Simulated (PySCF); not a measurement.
Hf(Cl)2(OSiH3) (Cl₂H₃HfOSi), SMILES [SiH3][O][Hf]([Cl])[Cl] (connectivity only; charge and spin as stated), neutral, multiplicity 2.

Coordinates come from a PBE0-D3(BJ)/def2-SVP optimisation. The spin state was assumed, not searched. The isomer is the one that the SMILES or the coordinates give; other isomers of the formula were not compared. The def2 effective core potentials stand for the cores of Hf; spin–orbit coupling is left out. Other conformers were not sampled.

Two levels are set side by side: PBE/def2-TZVP (PySCF) and PBE0/def2-TZVP (PySCF). Same geometry, gas phase. Differences are taken from unrounded values.

```
quantity                     PBE0    PBE  PBE minus PBE0
---------------------------  ----  -----  --------------
α-spin orbital gap (eV)      3.99   1.92           -2.06
β-spin orbital gap (eV)      7.01   4.76           -2.25
dipole moment (D)            1.99   1.96           -0.04
mean polarisability (bohr³)  97.6  103.5             5.9
```

PBE's more diffuse valence density responds more strongly to a field. Differences between two approximate levels are no errors against the true value.

Rough cost on one machine, each run with all the roots and properties that it gave: PBE0 against PBE within a factor of 2.
